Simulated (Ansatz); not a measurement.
Cost and result for the atomization energy of C₃H₉InO (`CC(C)=[O+][InH3-]`) (14 atoms, 13 bonds).

```xyz
14

C     1.580   -0.098    1.469
C     0.487   -0.036    0.456
C    -0.507   -1.150    0.413
O     0.419    0.908   -0.314
In   -1.198    1.260   -2.002
H     2.156   -1.018    1.327
H     1.144   -0.156    2.471
H     2.231    0.770    1.392
H    -0.314   -1.917    1.162
H    -0.497   -1.593   -0.587
H    -1.509   -0.733    0.553
H    -2.554    1.228   -0.911
H    -0.857   -0.224   -2.843
H    -0.581    2.759   -2.587
```

The species carries charge 0 and has multiplicity 1. Correlated methods include outer-core shells of In, which these sets cover unevenly. In: def2 effective core potential. All single points use the PBE0-D4/def2-TZVP geometry. Program: Ansatz. All runs use 4 threads of an Arm Neoverse V2 on a shared host. Times are those of one run each, without the atoms' runs, and a repeat can differ threefold. Electronic energies, without spin–orbit coupling; frozen cores. CCSD(T)/CBS adds CCSD(T) − MP2 in def2-TZVPP to the MP2 limit, and its time is that of the two runs behind it. T1 = 0.015. With those shells the extrapolation isn't a true limit. B3LYP takes the VWN-RPA correlation (the form of Gaussian; ORCA's B3LYP/G). HSE06 is the plane-wave form, built on full-range PBE exchange.

CCSD(T)/CBS is a level of theory with its own doubt, some kJ/mol a heavy atom from the limit and from the frozen cores, so smaller differences don't rank the functionals.

```json
{"level": "PBE-D4/def2-TZVPP (with forces)", "functions": "300", "wall time": "3 s", "atomization (kcal/mol)": "1186.0", "difference from CCSD(T)/CBS": "15.5", "per bond": "1.2"}
{"level": "PBE0-D4/def2-TZVPP", "functions": "300", "wall time": "3.6 s", "atomization (kcal/mol)": "1168.7", "difference from CCSD(T)/CBS": "-1.8", "per bond": "-0.1"}
{"level": "HSE06-D4/def2-TZVPP", "functions": "300", "wall time": "3.9 s", "atomization (kcal/mol)": "1169.1", "difference from CCSD(T)/CBS": "-1.4", "per bond": "-0.1"}
{"level": "CAM-B3LYP-D4/def2-TZVPP", "functions": "300", "wall time": "4.3 s", "atomization (kcal/mol)": "1175.8", "difference from CCSD(T)/CBS": "5.3", "per bond": "0.4"}
{"level": "r2SCAN-D4/def2-TZVPP (with forces)", "functions": "300", "wall time": "6 s", "atomization (kcal/mol)": "1172.5", "difference from CCSD(T)/CBS": "2.0", "per bond": "0.2"}
{"level": "r2SCANh-D4/def2-TZVPP", "functions": "300", "wall time": "6 s", "atomization (kcal/mol)": "1166.0", "difference from CCSD(T)/CBS": "-4.5", "per bond": "-0.3"}
{"level": "B3LYP-D4/def2-TZVPP (with forces)", "functions": "300", "wall time": "6.5 s", "atomization (kcal/mol)": "1167.4", "difference from CCSD(T)/CBS": "-3.1", "per bond": "-0.2"}
{"level": "PBE-QIDH/def2-TZVPP", "functions": "300", "wall time": "7.5 s", "atomization (kcal/mol)": "1160.2", "difference from CCSD(T)/CBS": "-10.3", "per bond": "-0.8"}
{"level": "ωB97X-V/def2-TZVPP", "functions": "300", "wall time": "10 s", "atomization (kcal/mol)": "1173.6", "difference from CCSD(T)/CBS": "3.1", "per bond": "0.2"}
{"level": "CCSD(T)/def2-SVP", "functions": "127", "wall time": "16 s", "atomization (kcal/mol)": "1120.4", "difference from CCSD(T)/CBS": "-50.1", "per bond": "-3.9"}
{"level": "MP2/def2-QZVPP", "functions": "580", "wall time": "33 s", "atomization (kcal/mol)": "1165.2", "difference from CCSD(T)/CBS": "-5.3", "per bond": "-0.4"}
{"level": "CCSD(T)/def2-TZVPP", "functions": "300", "wall time": "18 min", "atomization (kcal/mol)": "1144.7", "difference from CCSD(T)/CBS": "-25.8", "per bond": "-2.0"}
{"level": "CCSD(T)/CBS(def2)", "functions": "–", "wall time": "18 min", "atomization (kcal/mol)": "1170.5", "difference from CCSD(T)/CBS": "0.0", "per bond": "0.0"}
```

From PBE to PBE0 (25 % exact exchange), in def2-TZVPP and without D4, the atomization energy moves by −16.4 kcal/mol: exact exchange takes away binding that semilocal exchange gives to molecules. At CCSD(T), def2-SVP lies −50.1 kcal/mol from the extrapolated value and def2-TZVPP −25.8 kcal/mol: correlation converges slowly with the basis, and small sets miss more of it in the bonded molecule than in its fragments. The D4 term adds +10.4 kcal/mol with B3LYP and +5.5 kcal/mol with PBE0; it sums over pairs of atoms, weighted by their polarisabilities, and B3LYP, whose exchange is more repulsive, gets the larger term.

Spin–orbit coupling would lower the free In atoms strongly, and the atomization energy with them, by more than many differences here.
